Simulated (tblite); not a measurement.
Species: C₆H₉O₂ (doublet state).
Cartesian coordinates in Å at the GFN2-xTB level; atoms count from 1:
```xyz
17
C6H9O2 angstrom
C      2.7231   -0.1177   -0.4306
O      1.6700    0.7633   -0.1373
C      0.4275    0.2198    0.0905
C      0.1109   -1.0691    0.0006
O     -1.1426   -1.5831    0.2145
C     -2.2069   -0.6412    0.1490
C     -1.8875    0.6538    0.7812
C     -0.5738    1.2662    0.5044
H      3.6083    0.5059   -0.5458
H      2.8833   -0.8335    0.3826
H      2.5396   -0.6667   -1.3607
H      0.8074   -1.8563   -0.2396
H     -2.4518   -0.4954   -0.9243
H     -3.0615   -1.1282    0.6249
H     -2.6213    1.1718    1.3682
H     -0.1947    1.7959    1.3854
H     -0.6370    2.0263   -0.2928
```

Computed with GFN2-xTB (tblite): harmonic, unscaled wavenumbers at the GFN2-xTB geometry, gas phase. This tight-binding method is rough: wavenumbers can miss measured ones by several per cent, in bad cases by 10 to 20. One conformer, not necessarily the lowest. Open shells enter through the occupations alone, without spin polarisation, and single modes of such species can be off by tens of per cent.

Harmonic wavenumbers (cm⁻¹): 63.9, 101.8, 116.5, 232.8, 234.0, 296.6, 347.3, 395.7, 415.5, 480.2, 540.3, 705.3, 753.3, 871.2, 894.3, 916.0, 968.3, 1017.5, 1048.3, 1100.8, 1118.5, 1124.6, 1128.2, 1170.4, 1192.7, 1214.3, 1266.1, 1310.3, 1320.5, 1325.1, 1401.3, 1434.4, 1438.3, 1467.2, 1488.3, 1752.2, 2713.4, 2799.2, 2919.3, 2927.8, 2938.1, 2967.7, 3022.9, 3099.3, 3141.9.

A = 4460, B = 1513, C = 1167 MHz; mass 113.060 u (most abundant isotopes); point group C1, symmetry number 1; spin multiplicity 2.

Problem. Zero-point energy?

Solution. Half the sum of the wavenumbers: 29591 cm⁻¹ = 353.98 kJ/mol.

Problem. Entropy at 298.15 K, 1 bar (ideal gas, RRHO, classical rotation)?

Solution. Translation 167.82, rotation 117.58, vibration 92.83, spin (R ln 2) 5.76: S = 384.0 J/(mol K).

Problem. And Cp and H(298.15 K) − H(0)?

Solution. Cp = 137.87 J/(mol K), of which vibrations give 104.61 (their classical limit is 45 R = 374.2); H(298.15 K) − H(0) = 25.12 kJ/mol without the zero-point energy, 15.20 from vibrations.

Problem. How do the functions run with temperature in this model?

Solution. 
```json
{"T (K)": "50", "S (J/(mol K))": "239.4", "Cp (J/(mol K))": "48.4", "H − H(0) (kJ/mol)": "1.93", "G − H(0) (kJ/mol)": "-10.04", "ln q(vib)": "0.27"}
{"T (K)": "100", "S (J/(mol K))": "278.9", "Cp (J/(mol K))": "67.6", "H − H(0) (kJ/mol)": "4.84", "G − H(0) (kJ/mol)": "-23.05", "ln q(vib)": "1.08"}
{"T (K)": "373.15", "S (J/(mol K))": "418.0", "Cp (J/(mol K))": "165.9", "H − H(0) (kJ/mol)": "36.52", "G − H(0) (kJ/mol)": "-119.45", "ln q(vib)": "6.58"}
{"T (K)": "500", "S (J/(mol K))": "472.7", "Cp (J/(mol K))": "208.4", "H − H(0) (kJ/mol)": "60.35", "G − H(0) (kJ/mol)": "-175.97", "ln q(vib)": "9.24"}
{"T (K)": "750", "S (J/(mol K))": "569.4", "Cp (J/(mol K))": "268.3", "H − H(0) (kJ/mol)": "120.52", "G − H(0) (kJ/mol)": "-306.54", "ln q(vib)": "14.45"}
{"T (K)": "1000", "S (J/(mol K))": "652.3", "Cp (J/(mol K))": "306.9", "H − H(0) (kJ/mol)": "192.75", "G − H(0) (kJ/mol)": "-459.52", "ln q(vib)": "19.41"}
```

q(vib) and H(0) count from the zero-point level.

Problem. Blend soft modes into free rotors: weight 1/[1 + (100 cm⁻¹/ν̃)⁴] for the oscillator and the rest for a rotor with moment μB/(μ + B), μ = h/(8π²ν), B = 10⁻⁴⁴ kg m². What vibrational entropy results?

Solution. 87.38 J/(mol K) in place of 92.83, which changes −T·S at 298.15 K by +1.62 kJ/mol.

Hindered rotation and anharmonicity are outside this model. Other conformers, if any are populated, would add a mixing term that is left out. The structure is chiral; the term R ln 2 for an equal mix with its mirror image is left out.
